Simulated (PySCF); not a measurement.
Species: CH9ClSi3.
Geometry (PBE0-D3(BJ)/def2-SVP, Å), atoms numbered from 1 in this order:
```xyz
14
CH9ClSi3 angstrom
Si     1.983    0.989   -0.235
Si     1.021   -1.149   -0.155
Si    -1.133   -0.920    0.741
C     -1.934    0.599   -0.071
Cl    -1.805    0.447   -1.852
H      2.052    1.554    1.150
H      1.120    1.881   -1.068
H      3.360    0.959   -0.814
H      0.964   -1.744   -1.525
H      1.842   -2.050    0.715
H     -1.986   -2.120    0.480
H     -1.068   -0.684    2.220
H     -1.424    1.529    0.222
H     -2.998    0.700    0.186
```

The calculation used TDDFT B3LYP/def2-SVPD, vertical, gas phase, core orbitals frozen in the response (PySCF).

Transition dipole moments from the ground state, in atomic units and in the frame of the coordinates above (overall signs are arbitrary), for the states with f of 0.002 or more among the lowest 7:

| state | E (hartree) | μx | μy | μz |
| --- | --- | --- | --- | --- |
| S1 | 0.2331 | -0.668 | -0.203 | 0.067 |
| S2 | 0.2352 | 0.512 | 0.437 | -0.253 |
| S3 | 0.2455 | -0.124 | -0.114 | 0.029 |
| S4 | 0.2500 | -0.058 | -0.251 | 0.063 |
| S5 | 0.2507 | 0.074 | 0.091 | -0.148 |
| S6 | 0.2519 | -0.196 | 0.231 | -0.020 |
| S7 | 0.2578 | -0.030 | 0.159 | 0.142 |

Problem. Work out the oscillator strengths.

Solution. f = (2/3) ΔE |μ|² with ΔE in hartree (27.2114 eV).

```tsv
state	|μ|² (au)	|μ| (D)	f
S1	0.492	1.78	0.076
S2	0.517	1.83	0.081
S3	0.029	0.43	0.005
S4	0.070	0.67	0.012
S5	0.035	0.48	0.006
S6	0.092	0.77	0.015
S7	0.046	0.55	0.008
```

Problem. Which bond between heavy atoms lies closest to the direction of the S2 transition dipole?

Solution. Si1–Si2, at 31° from it; next Si2–Si3 at 43°.

Problem. What angle do the transition dipoles of S1 and S2 make?

Solution. |cos θ| = |μa·μb| / (|μa| |μb|) = 0.89, so θ ≈ 27° (taken between 0 and 90°, since the signs are arbitrary).

Problem. How is the summed strength of these states shared among x, y and z?

Solution. (2/3) Σ ΔE μα² gives 0.121 for x, 0.064 for y and 0.019 for z, 0.203 in all.

The vertical ionisation energy (ΔSCF) is 9.71 eV, 2.70 eV above S7.

On one thread of an Arm Neoverse N1, shared host, this took 5.5 min of wall time and 0.97 GiB of memory at its peak.

One conformer stands for the species.
